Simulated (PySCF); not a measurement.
**SrO₂, triplet: structure and spectrum**

These are results of UB3LYP/[Sr def2-TZVP with ECP28, O def2-TZVP], scalar-relativistic core potentials, density fitting, no spin–orbit coupling, PySCF, not measurements.

The structure is a minimum.

```xyz
3
charge 0 multiplicity 3, angstrom
Sr    0.0000    0.0000   -0.2795
O     2.0193    0.0000    0.6858
O    -2.0193    0.0000    0.6858
```

```json
{"Point group": "C2v", "Bond lengths": "Sr–O 2.238 Å (×2)", "Bond angles": "O–Sr–O 128.9°", "Dipole moment": "6.23 D", "Principal quadrupole moments (Buckingham, traceless) about the centre of mass": "-27.25, 13.40, 13.85 D Å", "Zero-point energy": "5.3 kJ/mol", "Rotational symmetry number": "2", "Highest occupied level (β)": "-6.44 eV", "Heat capacity Cp at 298.15 K": "53.7 J/(mol K)", "Spin squared ⟨S²⟩": "2.009", "Atomisation energy without zero-point energy": "651 kJ/mol", "Entropy at 298.15 K and 1 bar (electronic part: spin only)": "298.9 J/(mol K)", "Lowest empty level (β)": "-3.29 eV", "Principal polarisabilities": "26.2, 28.3, 62.0 bohr³", "Rotational constants": "0.7713, 0.1292, 0.1107 cm⁻¹", "Enthalpy at 298.15 K above 0 K": "13.57 kJ/mol"}
```

Harmonic modes (masses in u: Sr 87.906, O 15.995):
```tsv
symmetry	ω (cm⁻¹)	IR (km/mol)
a1	78	57.2
b2	389	73.7
a1	416	49.3
```

In C2v the vibrations span 2a1 + b2. Here b1 is antisymmetric to the molecular plane and b2 lies in it.

Charges (e):
| atom | Mulliken | Löwdin | polar tensor | spin (Mulliken) | Mayer order to Sr1 |
| --- | --- | --- | --- | --- | --- |
| Sr1 | 1.30 | 0.92 | 1.44 | -0.02 | – |
| O2,3 | -0.65 | -0.46 | -0.72 | 1.01 | 0.62 |

Mulliken populations on Sr1 (electrons outside its core potential): s 2.07, p 6.09, d 0.55.

Outer orbital energies (eV). α occupied: -22.83, -21.79, -9.12, -8.88, -7.48, -7.33, -7.19, -7.14; empty: -2.20, -0.61, -0.44, -0.02. β occupied: -23.96, -23.79, -21.17, -20.42, -6.80, -6.65, -6.51, -6.44; empty: -3.29, -2.80, -2.18, -0.61.

Other isomers or separated fragments may lie lower.

The final relaxation and frequency run took 22 s on 4 threads of a shared Arm Neoverse V2 host, with 95 basis functions and 11 gradients; the process peaked at 0.91 GiB. Launch command: `OMP_NUM_THREADS=4 python axn.py task.json out`.
